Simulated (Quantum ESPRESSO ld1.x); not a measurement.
Task: Species: Xe XLII. Configuration: [Ne] 3s2 3p1. All-electron calculation, Dirac Kohn-Sham, PW91, spin-unpolarised, spherical densities, point nucleus; open shells are shared between the two j in proportion to 2j + 1. Program: ld1.x of Quantum ESPRESSO 7.5. Some entries of the table are withheld. Estimate them.

orbital,occ.,eigenvalue (hartree),<r> (bohr),<r^2> (bohr^2)
1s1/2,2,-1358.96,0.02664,0.0009624
2s1/2,2,-287.846,0.1124,0.01491
2p1/2,2,-277.277,0.09453,0.01095
2p3/2,4,-264.941,0.1000,0.01214
3s1/2,2,-115.086,(1),0.08436
3p1/2,0.333333,-111.347,0.2579,0.07693
3p3/2,0.666667,-108.194,0.2661,0.08172
3d3/2,0,-102.996,0.2305,0.06124
3d5/2,0,-102.235,0.2331,0.06251
4s1/2,0,-61.3346,0.5048,0.2869
4p1/2,0,-59.7567,0.4946,(2)
4p3/2,0,-58.5106,0.5054,(3)
4f5/2,0,-54.7703,0.4185,(4)
4f7/2,0,-54.6480,0.4201,(5)

Result: 
(1) 3s1/2 <r> (bohr): 0.2721
(2) 4p1/2 <r^2> (bohr^2): 0.2776
(3) 4p3/2 <r^2> (bohr^2): 0.2896
(4) 4f5/2 <r^2> (bohr^2): 0.1952
(5) 4f7/2 <r^2> (bohr^2): 0.1965
